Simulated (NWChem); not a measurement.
Species: GeH3, doublet; SMILES [GeH3]

```xyz
4

Ge     0.0000     0.0000    -0.0910
H     -0.5093    -1.3769    -0.5625
H     -0.9378     1.1295    -0.5625
H      1.4471     0.2474    -0.5625
```
Atoms are numbered in this order, from 1.

In the optimisation the excess spin sits in a (C3, its own frame). Structure relaxed at the PBE0/def2-SVP, spin-unrestricted level. No stability test was run on the SCF state.

List the 6 lowest vertical excitations from CAM-B3LYP/6-31G* (spherical d), spin-unrestricted, TDA (NWChem).


| state | energy (eV) | oscillator strength | <S²> |
|---|---|---|---|
| state 1 | 4.96 | 0.003 | 0.77 |
| state 2 | 4.96 | 0.003 | 0.77 |
| state 3 | 6.28 | 0.021 | 0.77 |
| state 4 | 6.28 | 0.040 | 0.76 |
| state 5 | 6.28 | 0.040 | 0.76 |
| state 6 | 8.17 | 0.209 | 0.78 |
